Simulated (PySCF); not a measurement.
HO3S, SMILES O=S(=O)=[OH+], charge +1. Atoms are numbered in the order given.

```xyz
5

O     -1.3728    -0.5188     0.0000
S     -0.0903     0.0887     0.0000
O      0.3292     1.4385     0.0000
O      1.1131    -0.8683     0.0000
H      0.8876    -1.8312     0.0000
```
Charge +1, spin multiplicity 1.

Geometry optimised at PBE0-D3(BJ)/def2-SVP. The isomer is the one that the SMILES or the coordinates give; other isomers of the formula were not compared.

All values below come from PBE0/pcSseg-2 in PySCF.

GIAO shieldings, no solvent; atoms listed in one row are averaged. δ = σ(ref) − σ: ¹⁷O against H2O (σ = 327.8 ppm); ³³S against H2S (σ = 711.3 ppm); ¹H against TMS (σ = 31.54 ppm), references at their B3LYP-D3(BJ)/def2-TZVP geometries, non-relativistic.

Q: Estimate the chemical shifts. (The exact figures need the calculation; the answer reports its results.)

A: 
| nucleus | atoms | count | δ (ppm) |
|---|---|---|---|
| ¹⁷O | O1 | 1 | 396.0 |
| ¹⁷O | O3 | 1 | 365.4 |
| ¹⁷O | O4 | 1 | 248.2 |
| ³³S | S2 | 1 | 638.3 |
| ¹H | H5 | 1 | 9.93 |
